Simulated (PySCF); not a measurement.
## Excitation energy of Zr by level of theory

Zr [Kr] 4d2 5s2 (3F) → Zr [Kr] 4d4 (5D), as a difference of total energies. Computed with PySCF 2.14 in def2-QZVPPD with the def2 core potential (28 electrons) (7s5p4d3f2g, 81 functions), with a scalar-relativistic core potential. Correlated levels: valence: 4s2 4p6 frozen; valence and next inner shell: nothing frozen outside the core potential. The calculations carry no spin-orbit coupling.

```csv
method,excitation energy (cm⁻¹)
UHF,20251
LDA,16675
PBE,15844
PBE0,16440
r2SCAN,16523
HSE06,16686
B3LYP,19907
M06,21601
M06-L,23568
MP2 (valence),21848
SCS-MP2 (valence),27338
MP2 (valence and next inner shell),20929
SCS-MP2 (valence and next inner shell),25796
```
